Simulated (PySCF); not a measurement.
AlClH2Se2. Atoms are numbered in the order given.

```xyz
6

Al     0.0000     0.0000     0.4074
Cl     0.0000     0.0000     2.5124
Se     0.0000     2.0588    -0.6475
H      0.0000     1.4437    -1.9901
Se     0.0000    -2.0588    -0.6475
H      0.0000    -1.4437    -1.9901
```

Geometry: B3LYP-D3(BJ)/def2-SVP. The structure was generated by enumeration; whether it is a known compound was not checked. The values are those of a single conformer.

All values below come from IEF-PCM-M06-2X/def2-SVP in PySCF 2.14.0.

The values are the electrostatic part of the solvation free energy, E(continuum) − E(gas) at the gas-phase geometry, in a cavity of scaled van der Waals radii (PySCF's table); cavitation and dispersion terms are not included. A continuum can't describe solvent molecules that bind to the metal. In vacuum the orbital gap is 8.18 eV. The dipole moment in vacuum is 2.07 D.

| solvent | ε | ΔG(elec) (kcal/mol) | dipole (D) | gap (eV) |
|---|---|---|---|---|
| water | 78.36 | -6.7 | 2.93 | 8.35 |
| methanol | 32.61 | -6.4 | 2.90 | 8.35 |
| acetonitrile | 35.69 | -6.5 | 2.90 | 8.35 |
